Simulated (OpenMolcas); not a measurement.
# Cu3+: moving the ligands

Cu3+ with 6 ligands (fluoride) in trigonal antiprismatic coordination (D3d) at 1.85 Å, a polar angle of 60.8° against the regular 54.74°. A charge of +0.5 e stands 3.2 Å behind each ligand. Ligand basis ANO-RCC-VDZP.

```
Program             : OpenMolcas 26.06
Method              : CASSCF
Basis               : ANO-RCC-VTZP [6s5p3d2f1g]
Scalar Hamiltonian  : DKH2, point nucleus
Active space        : 8 electrons in 5 orbitals (3d)
State averaging     : 2S+1 = 3 even, 10 roots; 2S+1 = 1 even, 15 roots
Spin-orbit coupling : state interaction with AMFI integrals over the reference wave functions
```

Runs around this geometry, states (labels of D3, the rotations of D3d). Energies in cm-1 above the lowest state or level, χT in cm3 K/mol.

```
R (Å)  Polar angle / regular  Ground state  First state of that spin  First gap with spin-orbit (degeneracies)  χT at 300 K  First state of another spin
 1.79                   1.11           3A2                 3A1 12374                                9.2 (2, 1)        1.265                     1E 19018
 1.85                   1.11           3A2                 3A1 10311                               12.3 (2, 1)        1.322                     1E 19055
 1.97                   1.11           3A2                  3A1 7299                               20.1 (2, 1)        1.461                     1E 19045
 1.85                  1.166           3A2                 3A1 10104                               16.6 (2, 1)        1.323                     1E 18842
```

Taking the first state of the same spin as R^-n, n = -ln(7299 / 12374) / ln(1.97 / 1.79) = 5.5 between the shortest and longest distance.

Without dynamic correlation the repulsion within the d shell is too large (B by tens of per cent), so at a given field states of lower spin stand too high. Ligand-to-metal charge-transfer states are missing. With no ligand orbital active B as a rule stays too high, so bands that hang on it stand too high and its fall with covalency is understated. With metal d orbitals alone and no dynamic correlation the field as a rule comes out too small, by tens of per cent, by up to half for chloride and softer ligands, and the orbital part of g and χT, which goes as 1/10Dq, too large. No measured value stands beside these numbers; the geometry was imposed, not optimised, and the real ion may take another.
